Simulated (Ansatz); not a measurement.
C3H6Si, SMILES `C[Si]1=CC1` (charge 0, multiplicity 1).

The numbers are results of BLYP/cc-pVTZ // B3LYP-D3(BJ)/def2-TZVP (Ansatz, a quantum-chemistry and plane-wave program), not measurements.

Ansatz 0.2 input:
```yaml
crystal:
  periodic: [false, false, false]
  atoms:
    - { symbol: C, position_ang: [1.925265, -0.356221, 0.123894] }
    - { symbol: Si, position_ang: [0.117725, 0.090766, 0.213895] }
    - { symbol: C, position_ang: [-1.141718, 1.1348, 0.482155] }
    - { symbol: C, position_ang: [-1.682965, -0.300554, 0.05952] }
    - { symbol: H, position_ang: [2.149108, -1.171407, 0.813179] }
    - { symbol: H, position_ang: [2.525828, 0.513425, 0.391782] }
    - { symbol: H, position_ang: [2.187623, -0.674447, -0.885931] }
    - { symbol: H, position_ang: [-1.695869, 2.025021, 0.723705] }
    - { symbol: H, position_ang: [-2.172745, -0.383295, -0.911243] }
    - { symbol: H, position_ang: [-2.212245, -0.878085, 0.818063] }
basis:
  gaussian: { orbitals: cc-pVTZ }
hamiltonian:
  xc: blyp
```

Output:

```
Functional definition: BLYP
1127 factors; their error is unknown
mean field evaluation 1: about -11057.3309 eV, gradient 1.0e2 eV
mean field evaluation 2: about -10951.9868 eV, gradient 1.8e2 eV
mean field evaluation 4: about -11080.2597 eV, gradient 3.3e1 eV
mean field evaluation 8: about -11082.8227 eV, gradient 1.9e-1 eV
mean field evaluation 16: about -11082.7830 eV, gradient 1.2e-4 eV
mean field -11082.78304677 eV, -407.2847647888 hartree, gradient 4.2e-5 eV, S^2 0.000000; 0 other end points of the search recorded, 0 dependent functions left out
reference -11082.78340863 eV, -407.2847780868 hartree; 19, 19 occupied and 189, 189 virtual orbitals, 1127 factors
Total energy: -11082.78340863 eV, -407.2847780868 hartree
```
